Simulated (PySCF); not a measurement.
C₃H₆FNSi, SMILES N1=C([SiH3])[C@H](F)C1.

Coordinates come from a PBE-D3(BJ)/def2-SVP optimisation. The structure was generated by enumeration; whether it is a known compound was not checked.

Two levels are set side by side: TDA-PBE/def2-SVPD (PySCF) and TDA-LC-ωPBE/def2-SVPD (PySCF). Vertical, same geometry. The lowest singlet is HOMO→LUMO 99 % with PBE and HOMO→LUMO 94 % with the other functional; states are paired by order. Differences are taken from unrounded values.

| quantity | TDA-PBE |
|---|---|
| lowest singlet excitation (eV) | 4.26 |
| lowest triplet excitation (TDA) (eV) | 3.41 |
| first bright state (f over 0.05) (eV) | 6.31 |
| its oscillator strength | 0.10 |

Q: These are the TDA-PBE values. What does TDA-LC-ωPBE give? (Estimate from the structure and the level; the computed values follow.)

A: 
| quantity | TDA-LC-ωPBE | TDA-PBE minus TDA-LC-ωPBE |
|---|---|---|
| lowest singlet excitation (eV) | 4.74 | -0.47 |
| lowest triplet excitation (TDA) (eV) | 3.73 | -0.32 |
| first bright state (f over 0.05) (eV) | 7.65 | -1.34 |
| its oscillator strength | 0.37 | -0.28 |

A lower first singlet is the usual sign of a functional without exact exchange. Differences between two approximate levels are no errors against the true value.

Rough cost on one machine, each run with all the roots and properties that it gave: TDA-LC-ωPBE against TDA-PBE about 3 times.
